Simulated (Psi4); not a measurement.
gold atom (Au), doublet (core potentials on Au); HF/def2-QZVPP (Psi4 1.11).

Psi4 was given this input:
```
memory 2 GB

molecule mol {
0 2
Au    0.000000    0.000000    0.000000
}

set {
  basis def2-qzvpp
  reference uhf
}

energy('scf')
print_variables()
```

Output, abridged:

```
   => Loading Basis Set <=

    Name: DEF2-QZVPP
    Role: ORBITAL
    Keyword: BASIS

    !!!  WARNING: ECP capability is in beta. Please check occupations closely.  !!!

         ---------------------------------------------------------
                                   SCF
               by Justin Turney, Rob Parrish, Andy Simmonett
                          and Daniel G. A. Smith
                              UHF Reference
         ---------------------------------------------------------

  ==> Geometry <==

    Molecular point group: d2h
    Geometry (in Angstrom), charge = 0, multiplicity = 2:

       Center              X                  Y                   Z               Mass
    ------------   -----------------  -----------------  -----------------  -----------------
         AU           0.000000000000     0.000000000000     0.000000000000   196.966568790000

  Running in d2h symmetry.

  Rotational constants: A = ************  B = ************  C = ************ [cm^-1]
  Rotational constants: A = ************  B = ************  C = ************ [MHz]
  Nuclear repulsion =    0.000000000000000

  Charge       = 0
  Multiplicity = 2
  Electrons    = 19
  Nalpha       = 10
  Nbeta        = 9

  ==> Algorithm <==

  SCF Algorithm Type is DF.
  DIIS enabled.
  MOM disabled.
  Fractional occupation disabled.
  Guess Type is CORE.
  Energy threshold   = 1.00e-06
  Density threshold  = 1.00e-06
  Integral threshold = 1.00e-12

  ==> Primary Basis <==

  Basis Set: DEF2-QZVPP
    Blend: DEF2-QZVPP
    Number of shells: 22
    Number of basis functions: 88
    Number of Cartesian functions: 116
    Spherical Harmonics?: true
    Max angular momentum: 4

  Core potential: DEF2-QZVPP
    Number of shells: 4
    Number of ECP primitives: 14
    Number of ECP core electrons: 60
    Max angular momentum: 3

   => Loading Basis Set <=

    Name: (DEF2-QZVPP AUX)
    Role: JKFIT
    Keyword: DF_BASIS_SCF

  ==> Integral Setup <==

  SCF_SUBTYPE=INCORE selected. In-core MEM_DF algorithm will be used.
  Using in-core AOs.

  ==> MemDFJK: Density-Fitted J/K Matrices <==

    J tasked:                   Yes
    K tasked:                   Yes
    wK tasked:                   No
    Algorithm:                 Core
    Schwarz Cutoff:           1E-12
    Mask sparsity (%):       0.0000
    Fitting Condition:        1E-10

   => Auxiliary Basis Set <=

  Basis Set: (DEF2-QZVPP AUX)
    Blend: DEF2-UNIVERSAL-JKFIT
    Number of shells: 51
[...]

  ==> Post-Iterations <==

   @Spin Contamination Metric:   2.769456406E-03
   @S^2 Expected:                7.500000000E-01
   @S^2 Observed:                7.527694564E-01
   @S   Expected:                5.000000000E-01
   @S   Observed:                5.000000000E-01

    Orbital Energies [Eh]
    ---------------------

    Alpha Occupied:

[...]
       4Ag    -0.292129

    Alpha Virtual:

[...]
    Beta Occupied:

[...]
    Beta Virtual:

[...]
      21Ag   207.045309

    Final Occupation by Irrep:
             Ag   B1g   B2g   B3g    Au   B1u   B2u   B3u
    DOCC [     3,    1,    1,    1,    0,    1,    1,    1 ]
    SOCC [     1,    0,    0,    0,    0,    0,    0,    0 ]
    NA   [     4,    1,    1,    1,    0,    1,    1,    1 ]
    NB   [     3,    1,    1,    1,    0,    1,    1,    1 ]

  @DF-UHF Final Energy:  -134.78991239332035

   => Energetics <=

    Nuclear Repulsion Energy =              0.0000000000000000
    One-Electron Energy =                -239.0183922465094213
    Two-Electron Energy =                 104.2284798531890715
    Total Energy =                       -134.7899123933203498

  UHF NO Occupations:
  HONO-2 :    1B1g 1.9997364
  HONO-1 :    3 Ag 1.9997364
  HONO-0 :    4 Ag 1.0000000
  LUNO+0 :    5 Ag 0.0002636
  LUNO+1 :    2B1g 0.0002636
  LUNO+2 :    2B2g 0.0002636
  LUNO+3 :    6 Ag 0.0002636

Computation Completed

Properties will be evaluated at   0.000000,   0.000000,   0.000000 [a0]

Properties computed using the SCF density matrix

 Multipole Moments:

 ------------------------------------------------------------------------------------
     Multipole            Electronic (a.u.)      Nuclear  (a.u.)        Total (a.u.)
 ------------------------------------------------------------------------------------

 L = 1.  Multiply by 2.5417464519 to convert [e a0] to [Debye]
 Dipole X            :          0.0000000            0.0000000            0.0000000
 Dipole Y            :          0.0000000            0.0000000            0.0000000
 Dipole Z            :          0.0000000            0.0000000            0.0000000
 Magnitude           :                                                    0.0000000

 ------------------------------------------------------------------------------------

  Variable Map:
  ----------------------------------------------------------------------------
[...]
  Array Variable Map:
  ----------------------------------------------------------------------------
[...]
[...]
```
